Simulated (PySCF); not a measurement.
Geometry (Å), atoms numbered from 1 in this order:
```xyz
15

Si   -0.0727   -0.0087   -0.0420
N    -0.0070   -0.0444    1.6820
C     0.0900   -0.0260    2.8744
O     0.1751   -0.0130    4.0393
N     1.5540    0.0857   -0.6094
C     2.6958    0.1208   -0.9648
O     3.8077    0.1578   -1.3205
C    -0.9858    1.5181   -0.5779
H    -1.0104    1.5916   -1.6760
H    -0.4939    2.4197   -0.1830
H    -2.0224    1.5005   -0.2076
C    -0.8243   -1.5958   -0.6478
H    -1.8525   -1.7093   -0.2715
H    -0.2335   -2.4577   -0.3031
H    -0.8528   -1.6152   -1.7481
```

- PBE0/pcSseg-1 with gauge-including orbitals
- PBE0-D3(BJ)/def2-SVP geometry
- run in PySCF 2.14.0 with density-fitted response routines
- non-relativistic Hamiltonian, averaged over atoms made equivalent by symmetry, fast rotation or ring inversion, a single conformation, no solvent model

Chemical shifts δ = σref − σ; $^{13}$C (σref 184.41) and $^{1}$H (σref 31.27) and $^{29}$Si (σref 351.99) against TMS; $^{15}$N (σref 265.67) vs NH3; $^{17}$O (σref 334.56) vs H2O, all at this level.

```csv
atoms,nucleus,count,Hirshfeld charge,δ (ppm)
C3/C6,$^{13}$C,2,0.25,125.4
O4/O7,$^{17}$O,2,-0.20,?
N2/N5,$^{15}$N,2,-0.23,?
Si1,$^{29}$Si,1,0.49,-30.9
C8/C12,$^{13}$C,2,-0.21,2.5
H9/H10/H11/H13/H14/H15,$^{1}$H,6,0.05,0.35
```

Q: Complete the table.

A: 
- N2/N5: 51.5 ppm, nitrogen bonded to C, Si
- O4/O7: 140.8 ppm, oxygen bonded to C

Shifts are as computed. Against solution values, carbons near 30 ppm lie about +2 ppm off and those near 130 ppm about +5 ppm. Of 1211 compounds with measured shifts, 218 miss one by over three times the rms of a fit or turn the order of signals round; such compounds aren't used in these exercises. Experimental scales use liquid or dissolved standards, which lie at an offset from isolated NH3 (liquid NH3: subtract about 20 ppm) and H2O (liquid H2O: subtract about 36 ppm).
